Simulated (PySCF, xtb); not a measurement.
Ga(Cl)2(vinyl) (C2H3Cl2Ga), SMILES [Ga]([CH]=C)([Cl])[Cl].

GFN2-xTB in xtb at its own geometry gives an orbital gap of 4.16 eV and a dipole moment of 3.00 D.

Coordinates come from a r2SCAN-D4/def2-SVP optimisation. The structure was generated by enumeration; whether it is a known compound was not checked. The values are those of a single conformer.

### Question
What does PBE/def2-TZVP run with PySCF give? (Estimate from the structure and the level; the computed values follow.)

### Answer
gap 4.73 eV (levels -7.49 and -2.76 eV), dipole 2.90 D.
